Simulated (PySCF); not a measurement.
**Spin states and ions at one geometry of [WO2(H2O)2]2+**

PySCF 2.14.0, RKS r2SCAN, W def2-SVP with ECP60, O def2-SVP, H def2-SVP; non-relativistic Hamiltonian with scalar-relativistic core potentials where named; density fitting; no spin-orbit coupling; singlets restricted, open shells unrestricted. The geometry is relaxed for charge +2, singlet, vacuum:

```xyz
9

W     0.0000    0.0000   -0.3829
O     0.9143    0.9514    0.6455
O    -0.9143   -0.9514    0.6455
O     1.4004   -1.3431   -1.1078
H     1.2663   -2.3165   -1.2121
H     2.3705   -1.1726   -1.1930
O    -1.4004    1.3431   -1.1078
H    -1.2663    2.3165   -1.2121
H    -2.3705    1.1726   -1.1930
```

Energies count from the relaxed state; an electron taken off or put on is at rest in vacuum. Charges and spins are Mulliken's.

**Question.** Order these states by energy, lowest first.
A. charge +2, triplet, vacuum
B. charge +1, doublet, vacuum
C. charge +3, doublet, vacuum
D. charge +2, singlet, vacuum

**Answer.** B (-10.95 eV), D (0.00 eV), A (4.05 eV), C (22.40 eV).

**Question.** How do charge and spin on the first atom follow?

**Answer.** 
```tsv
state	spin squared	charge on W1 (e)	spin on W1 (e)	dipole about the centre of mass (D)
charge +2, singlet, vacuum	0.00	1.47	0.00	7.08
charge +2, triplet, vacuum	2.03	1.36	0.51	6.01
charge +3, doublet, vacuum	0.80	1.71	-0.32	5.12
charge +1, doublet, vacuum	0.75	0.97	0.87	5.84
```

With an electron taken off (doublet) the charges change, summed by element, by W +0.25 e, O +0.60 e, H +0.15 e. The vertical ionisation energy is 22.40 eV, against −ε(HOMO) = 18.92 eV of the relaxed state. The level lies 3.5 eV too high, as is usual for semilocal functionals and global hybrids, which keep a self-interaction error.

With an electron put on (doublet) the charges change, summed by element, by W -0.49 e, O -0.34 e, H -0.16 e. The vertical electron affinity is 10.95 eV, against −ε(LUMO) = 14.16 eV of the relaxed state.

Open shells may have lower solutions than those found.

No frequency check is given that shows the relaxed geometry to be a minimum.
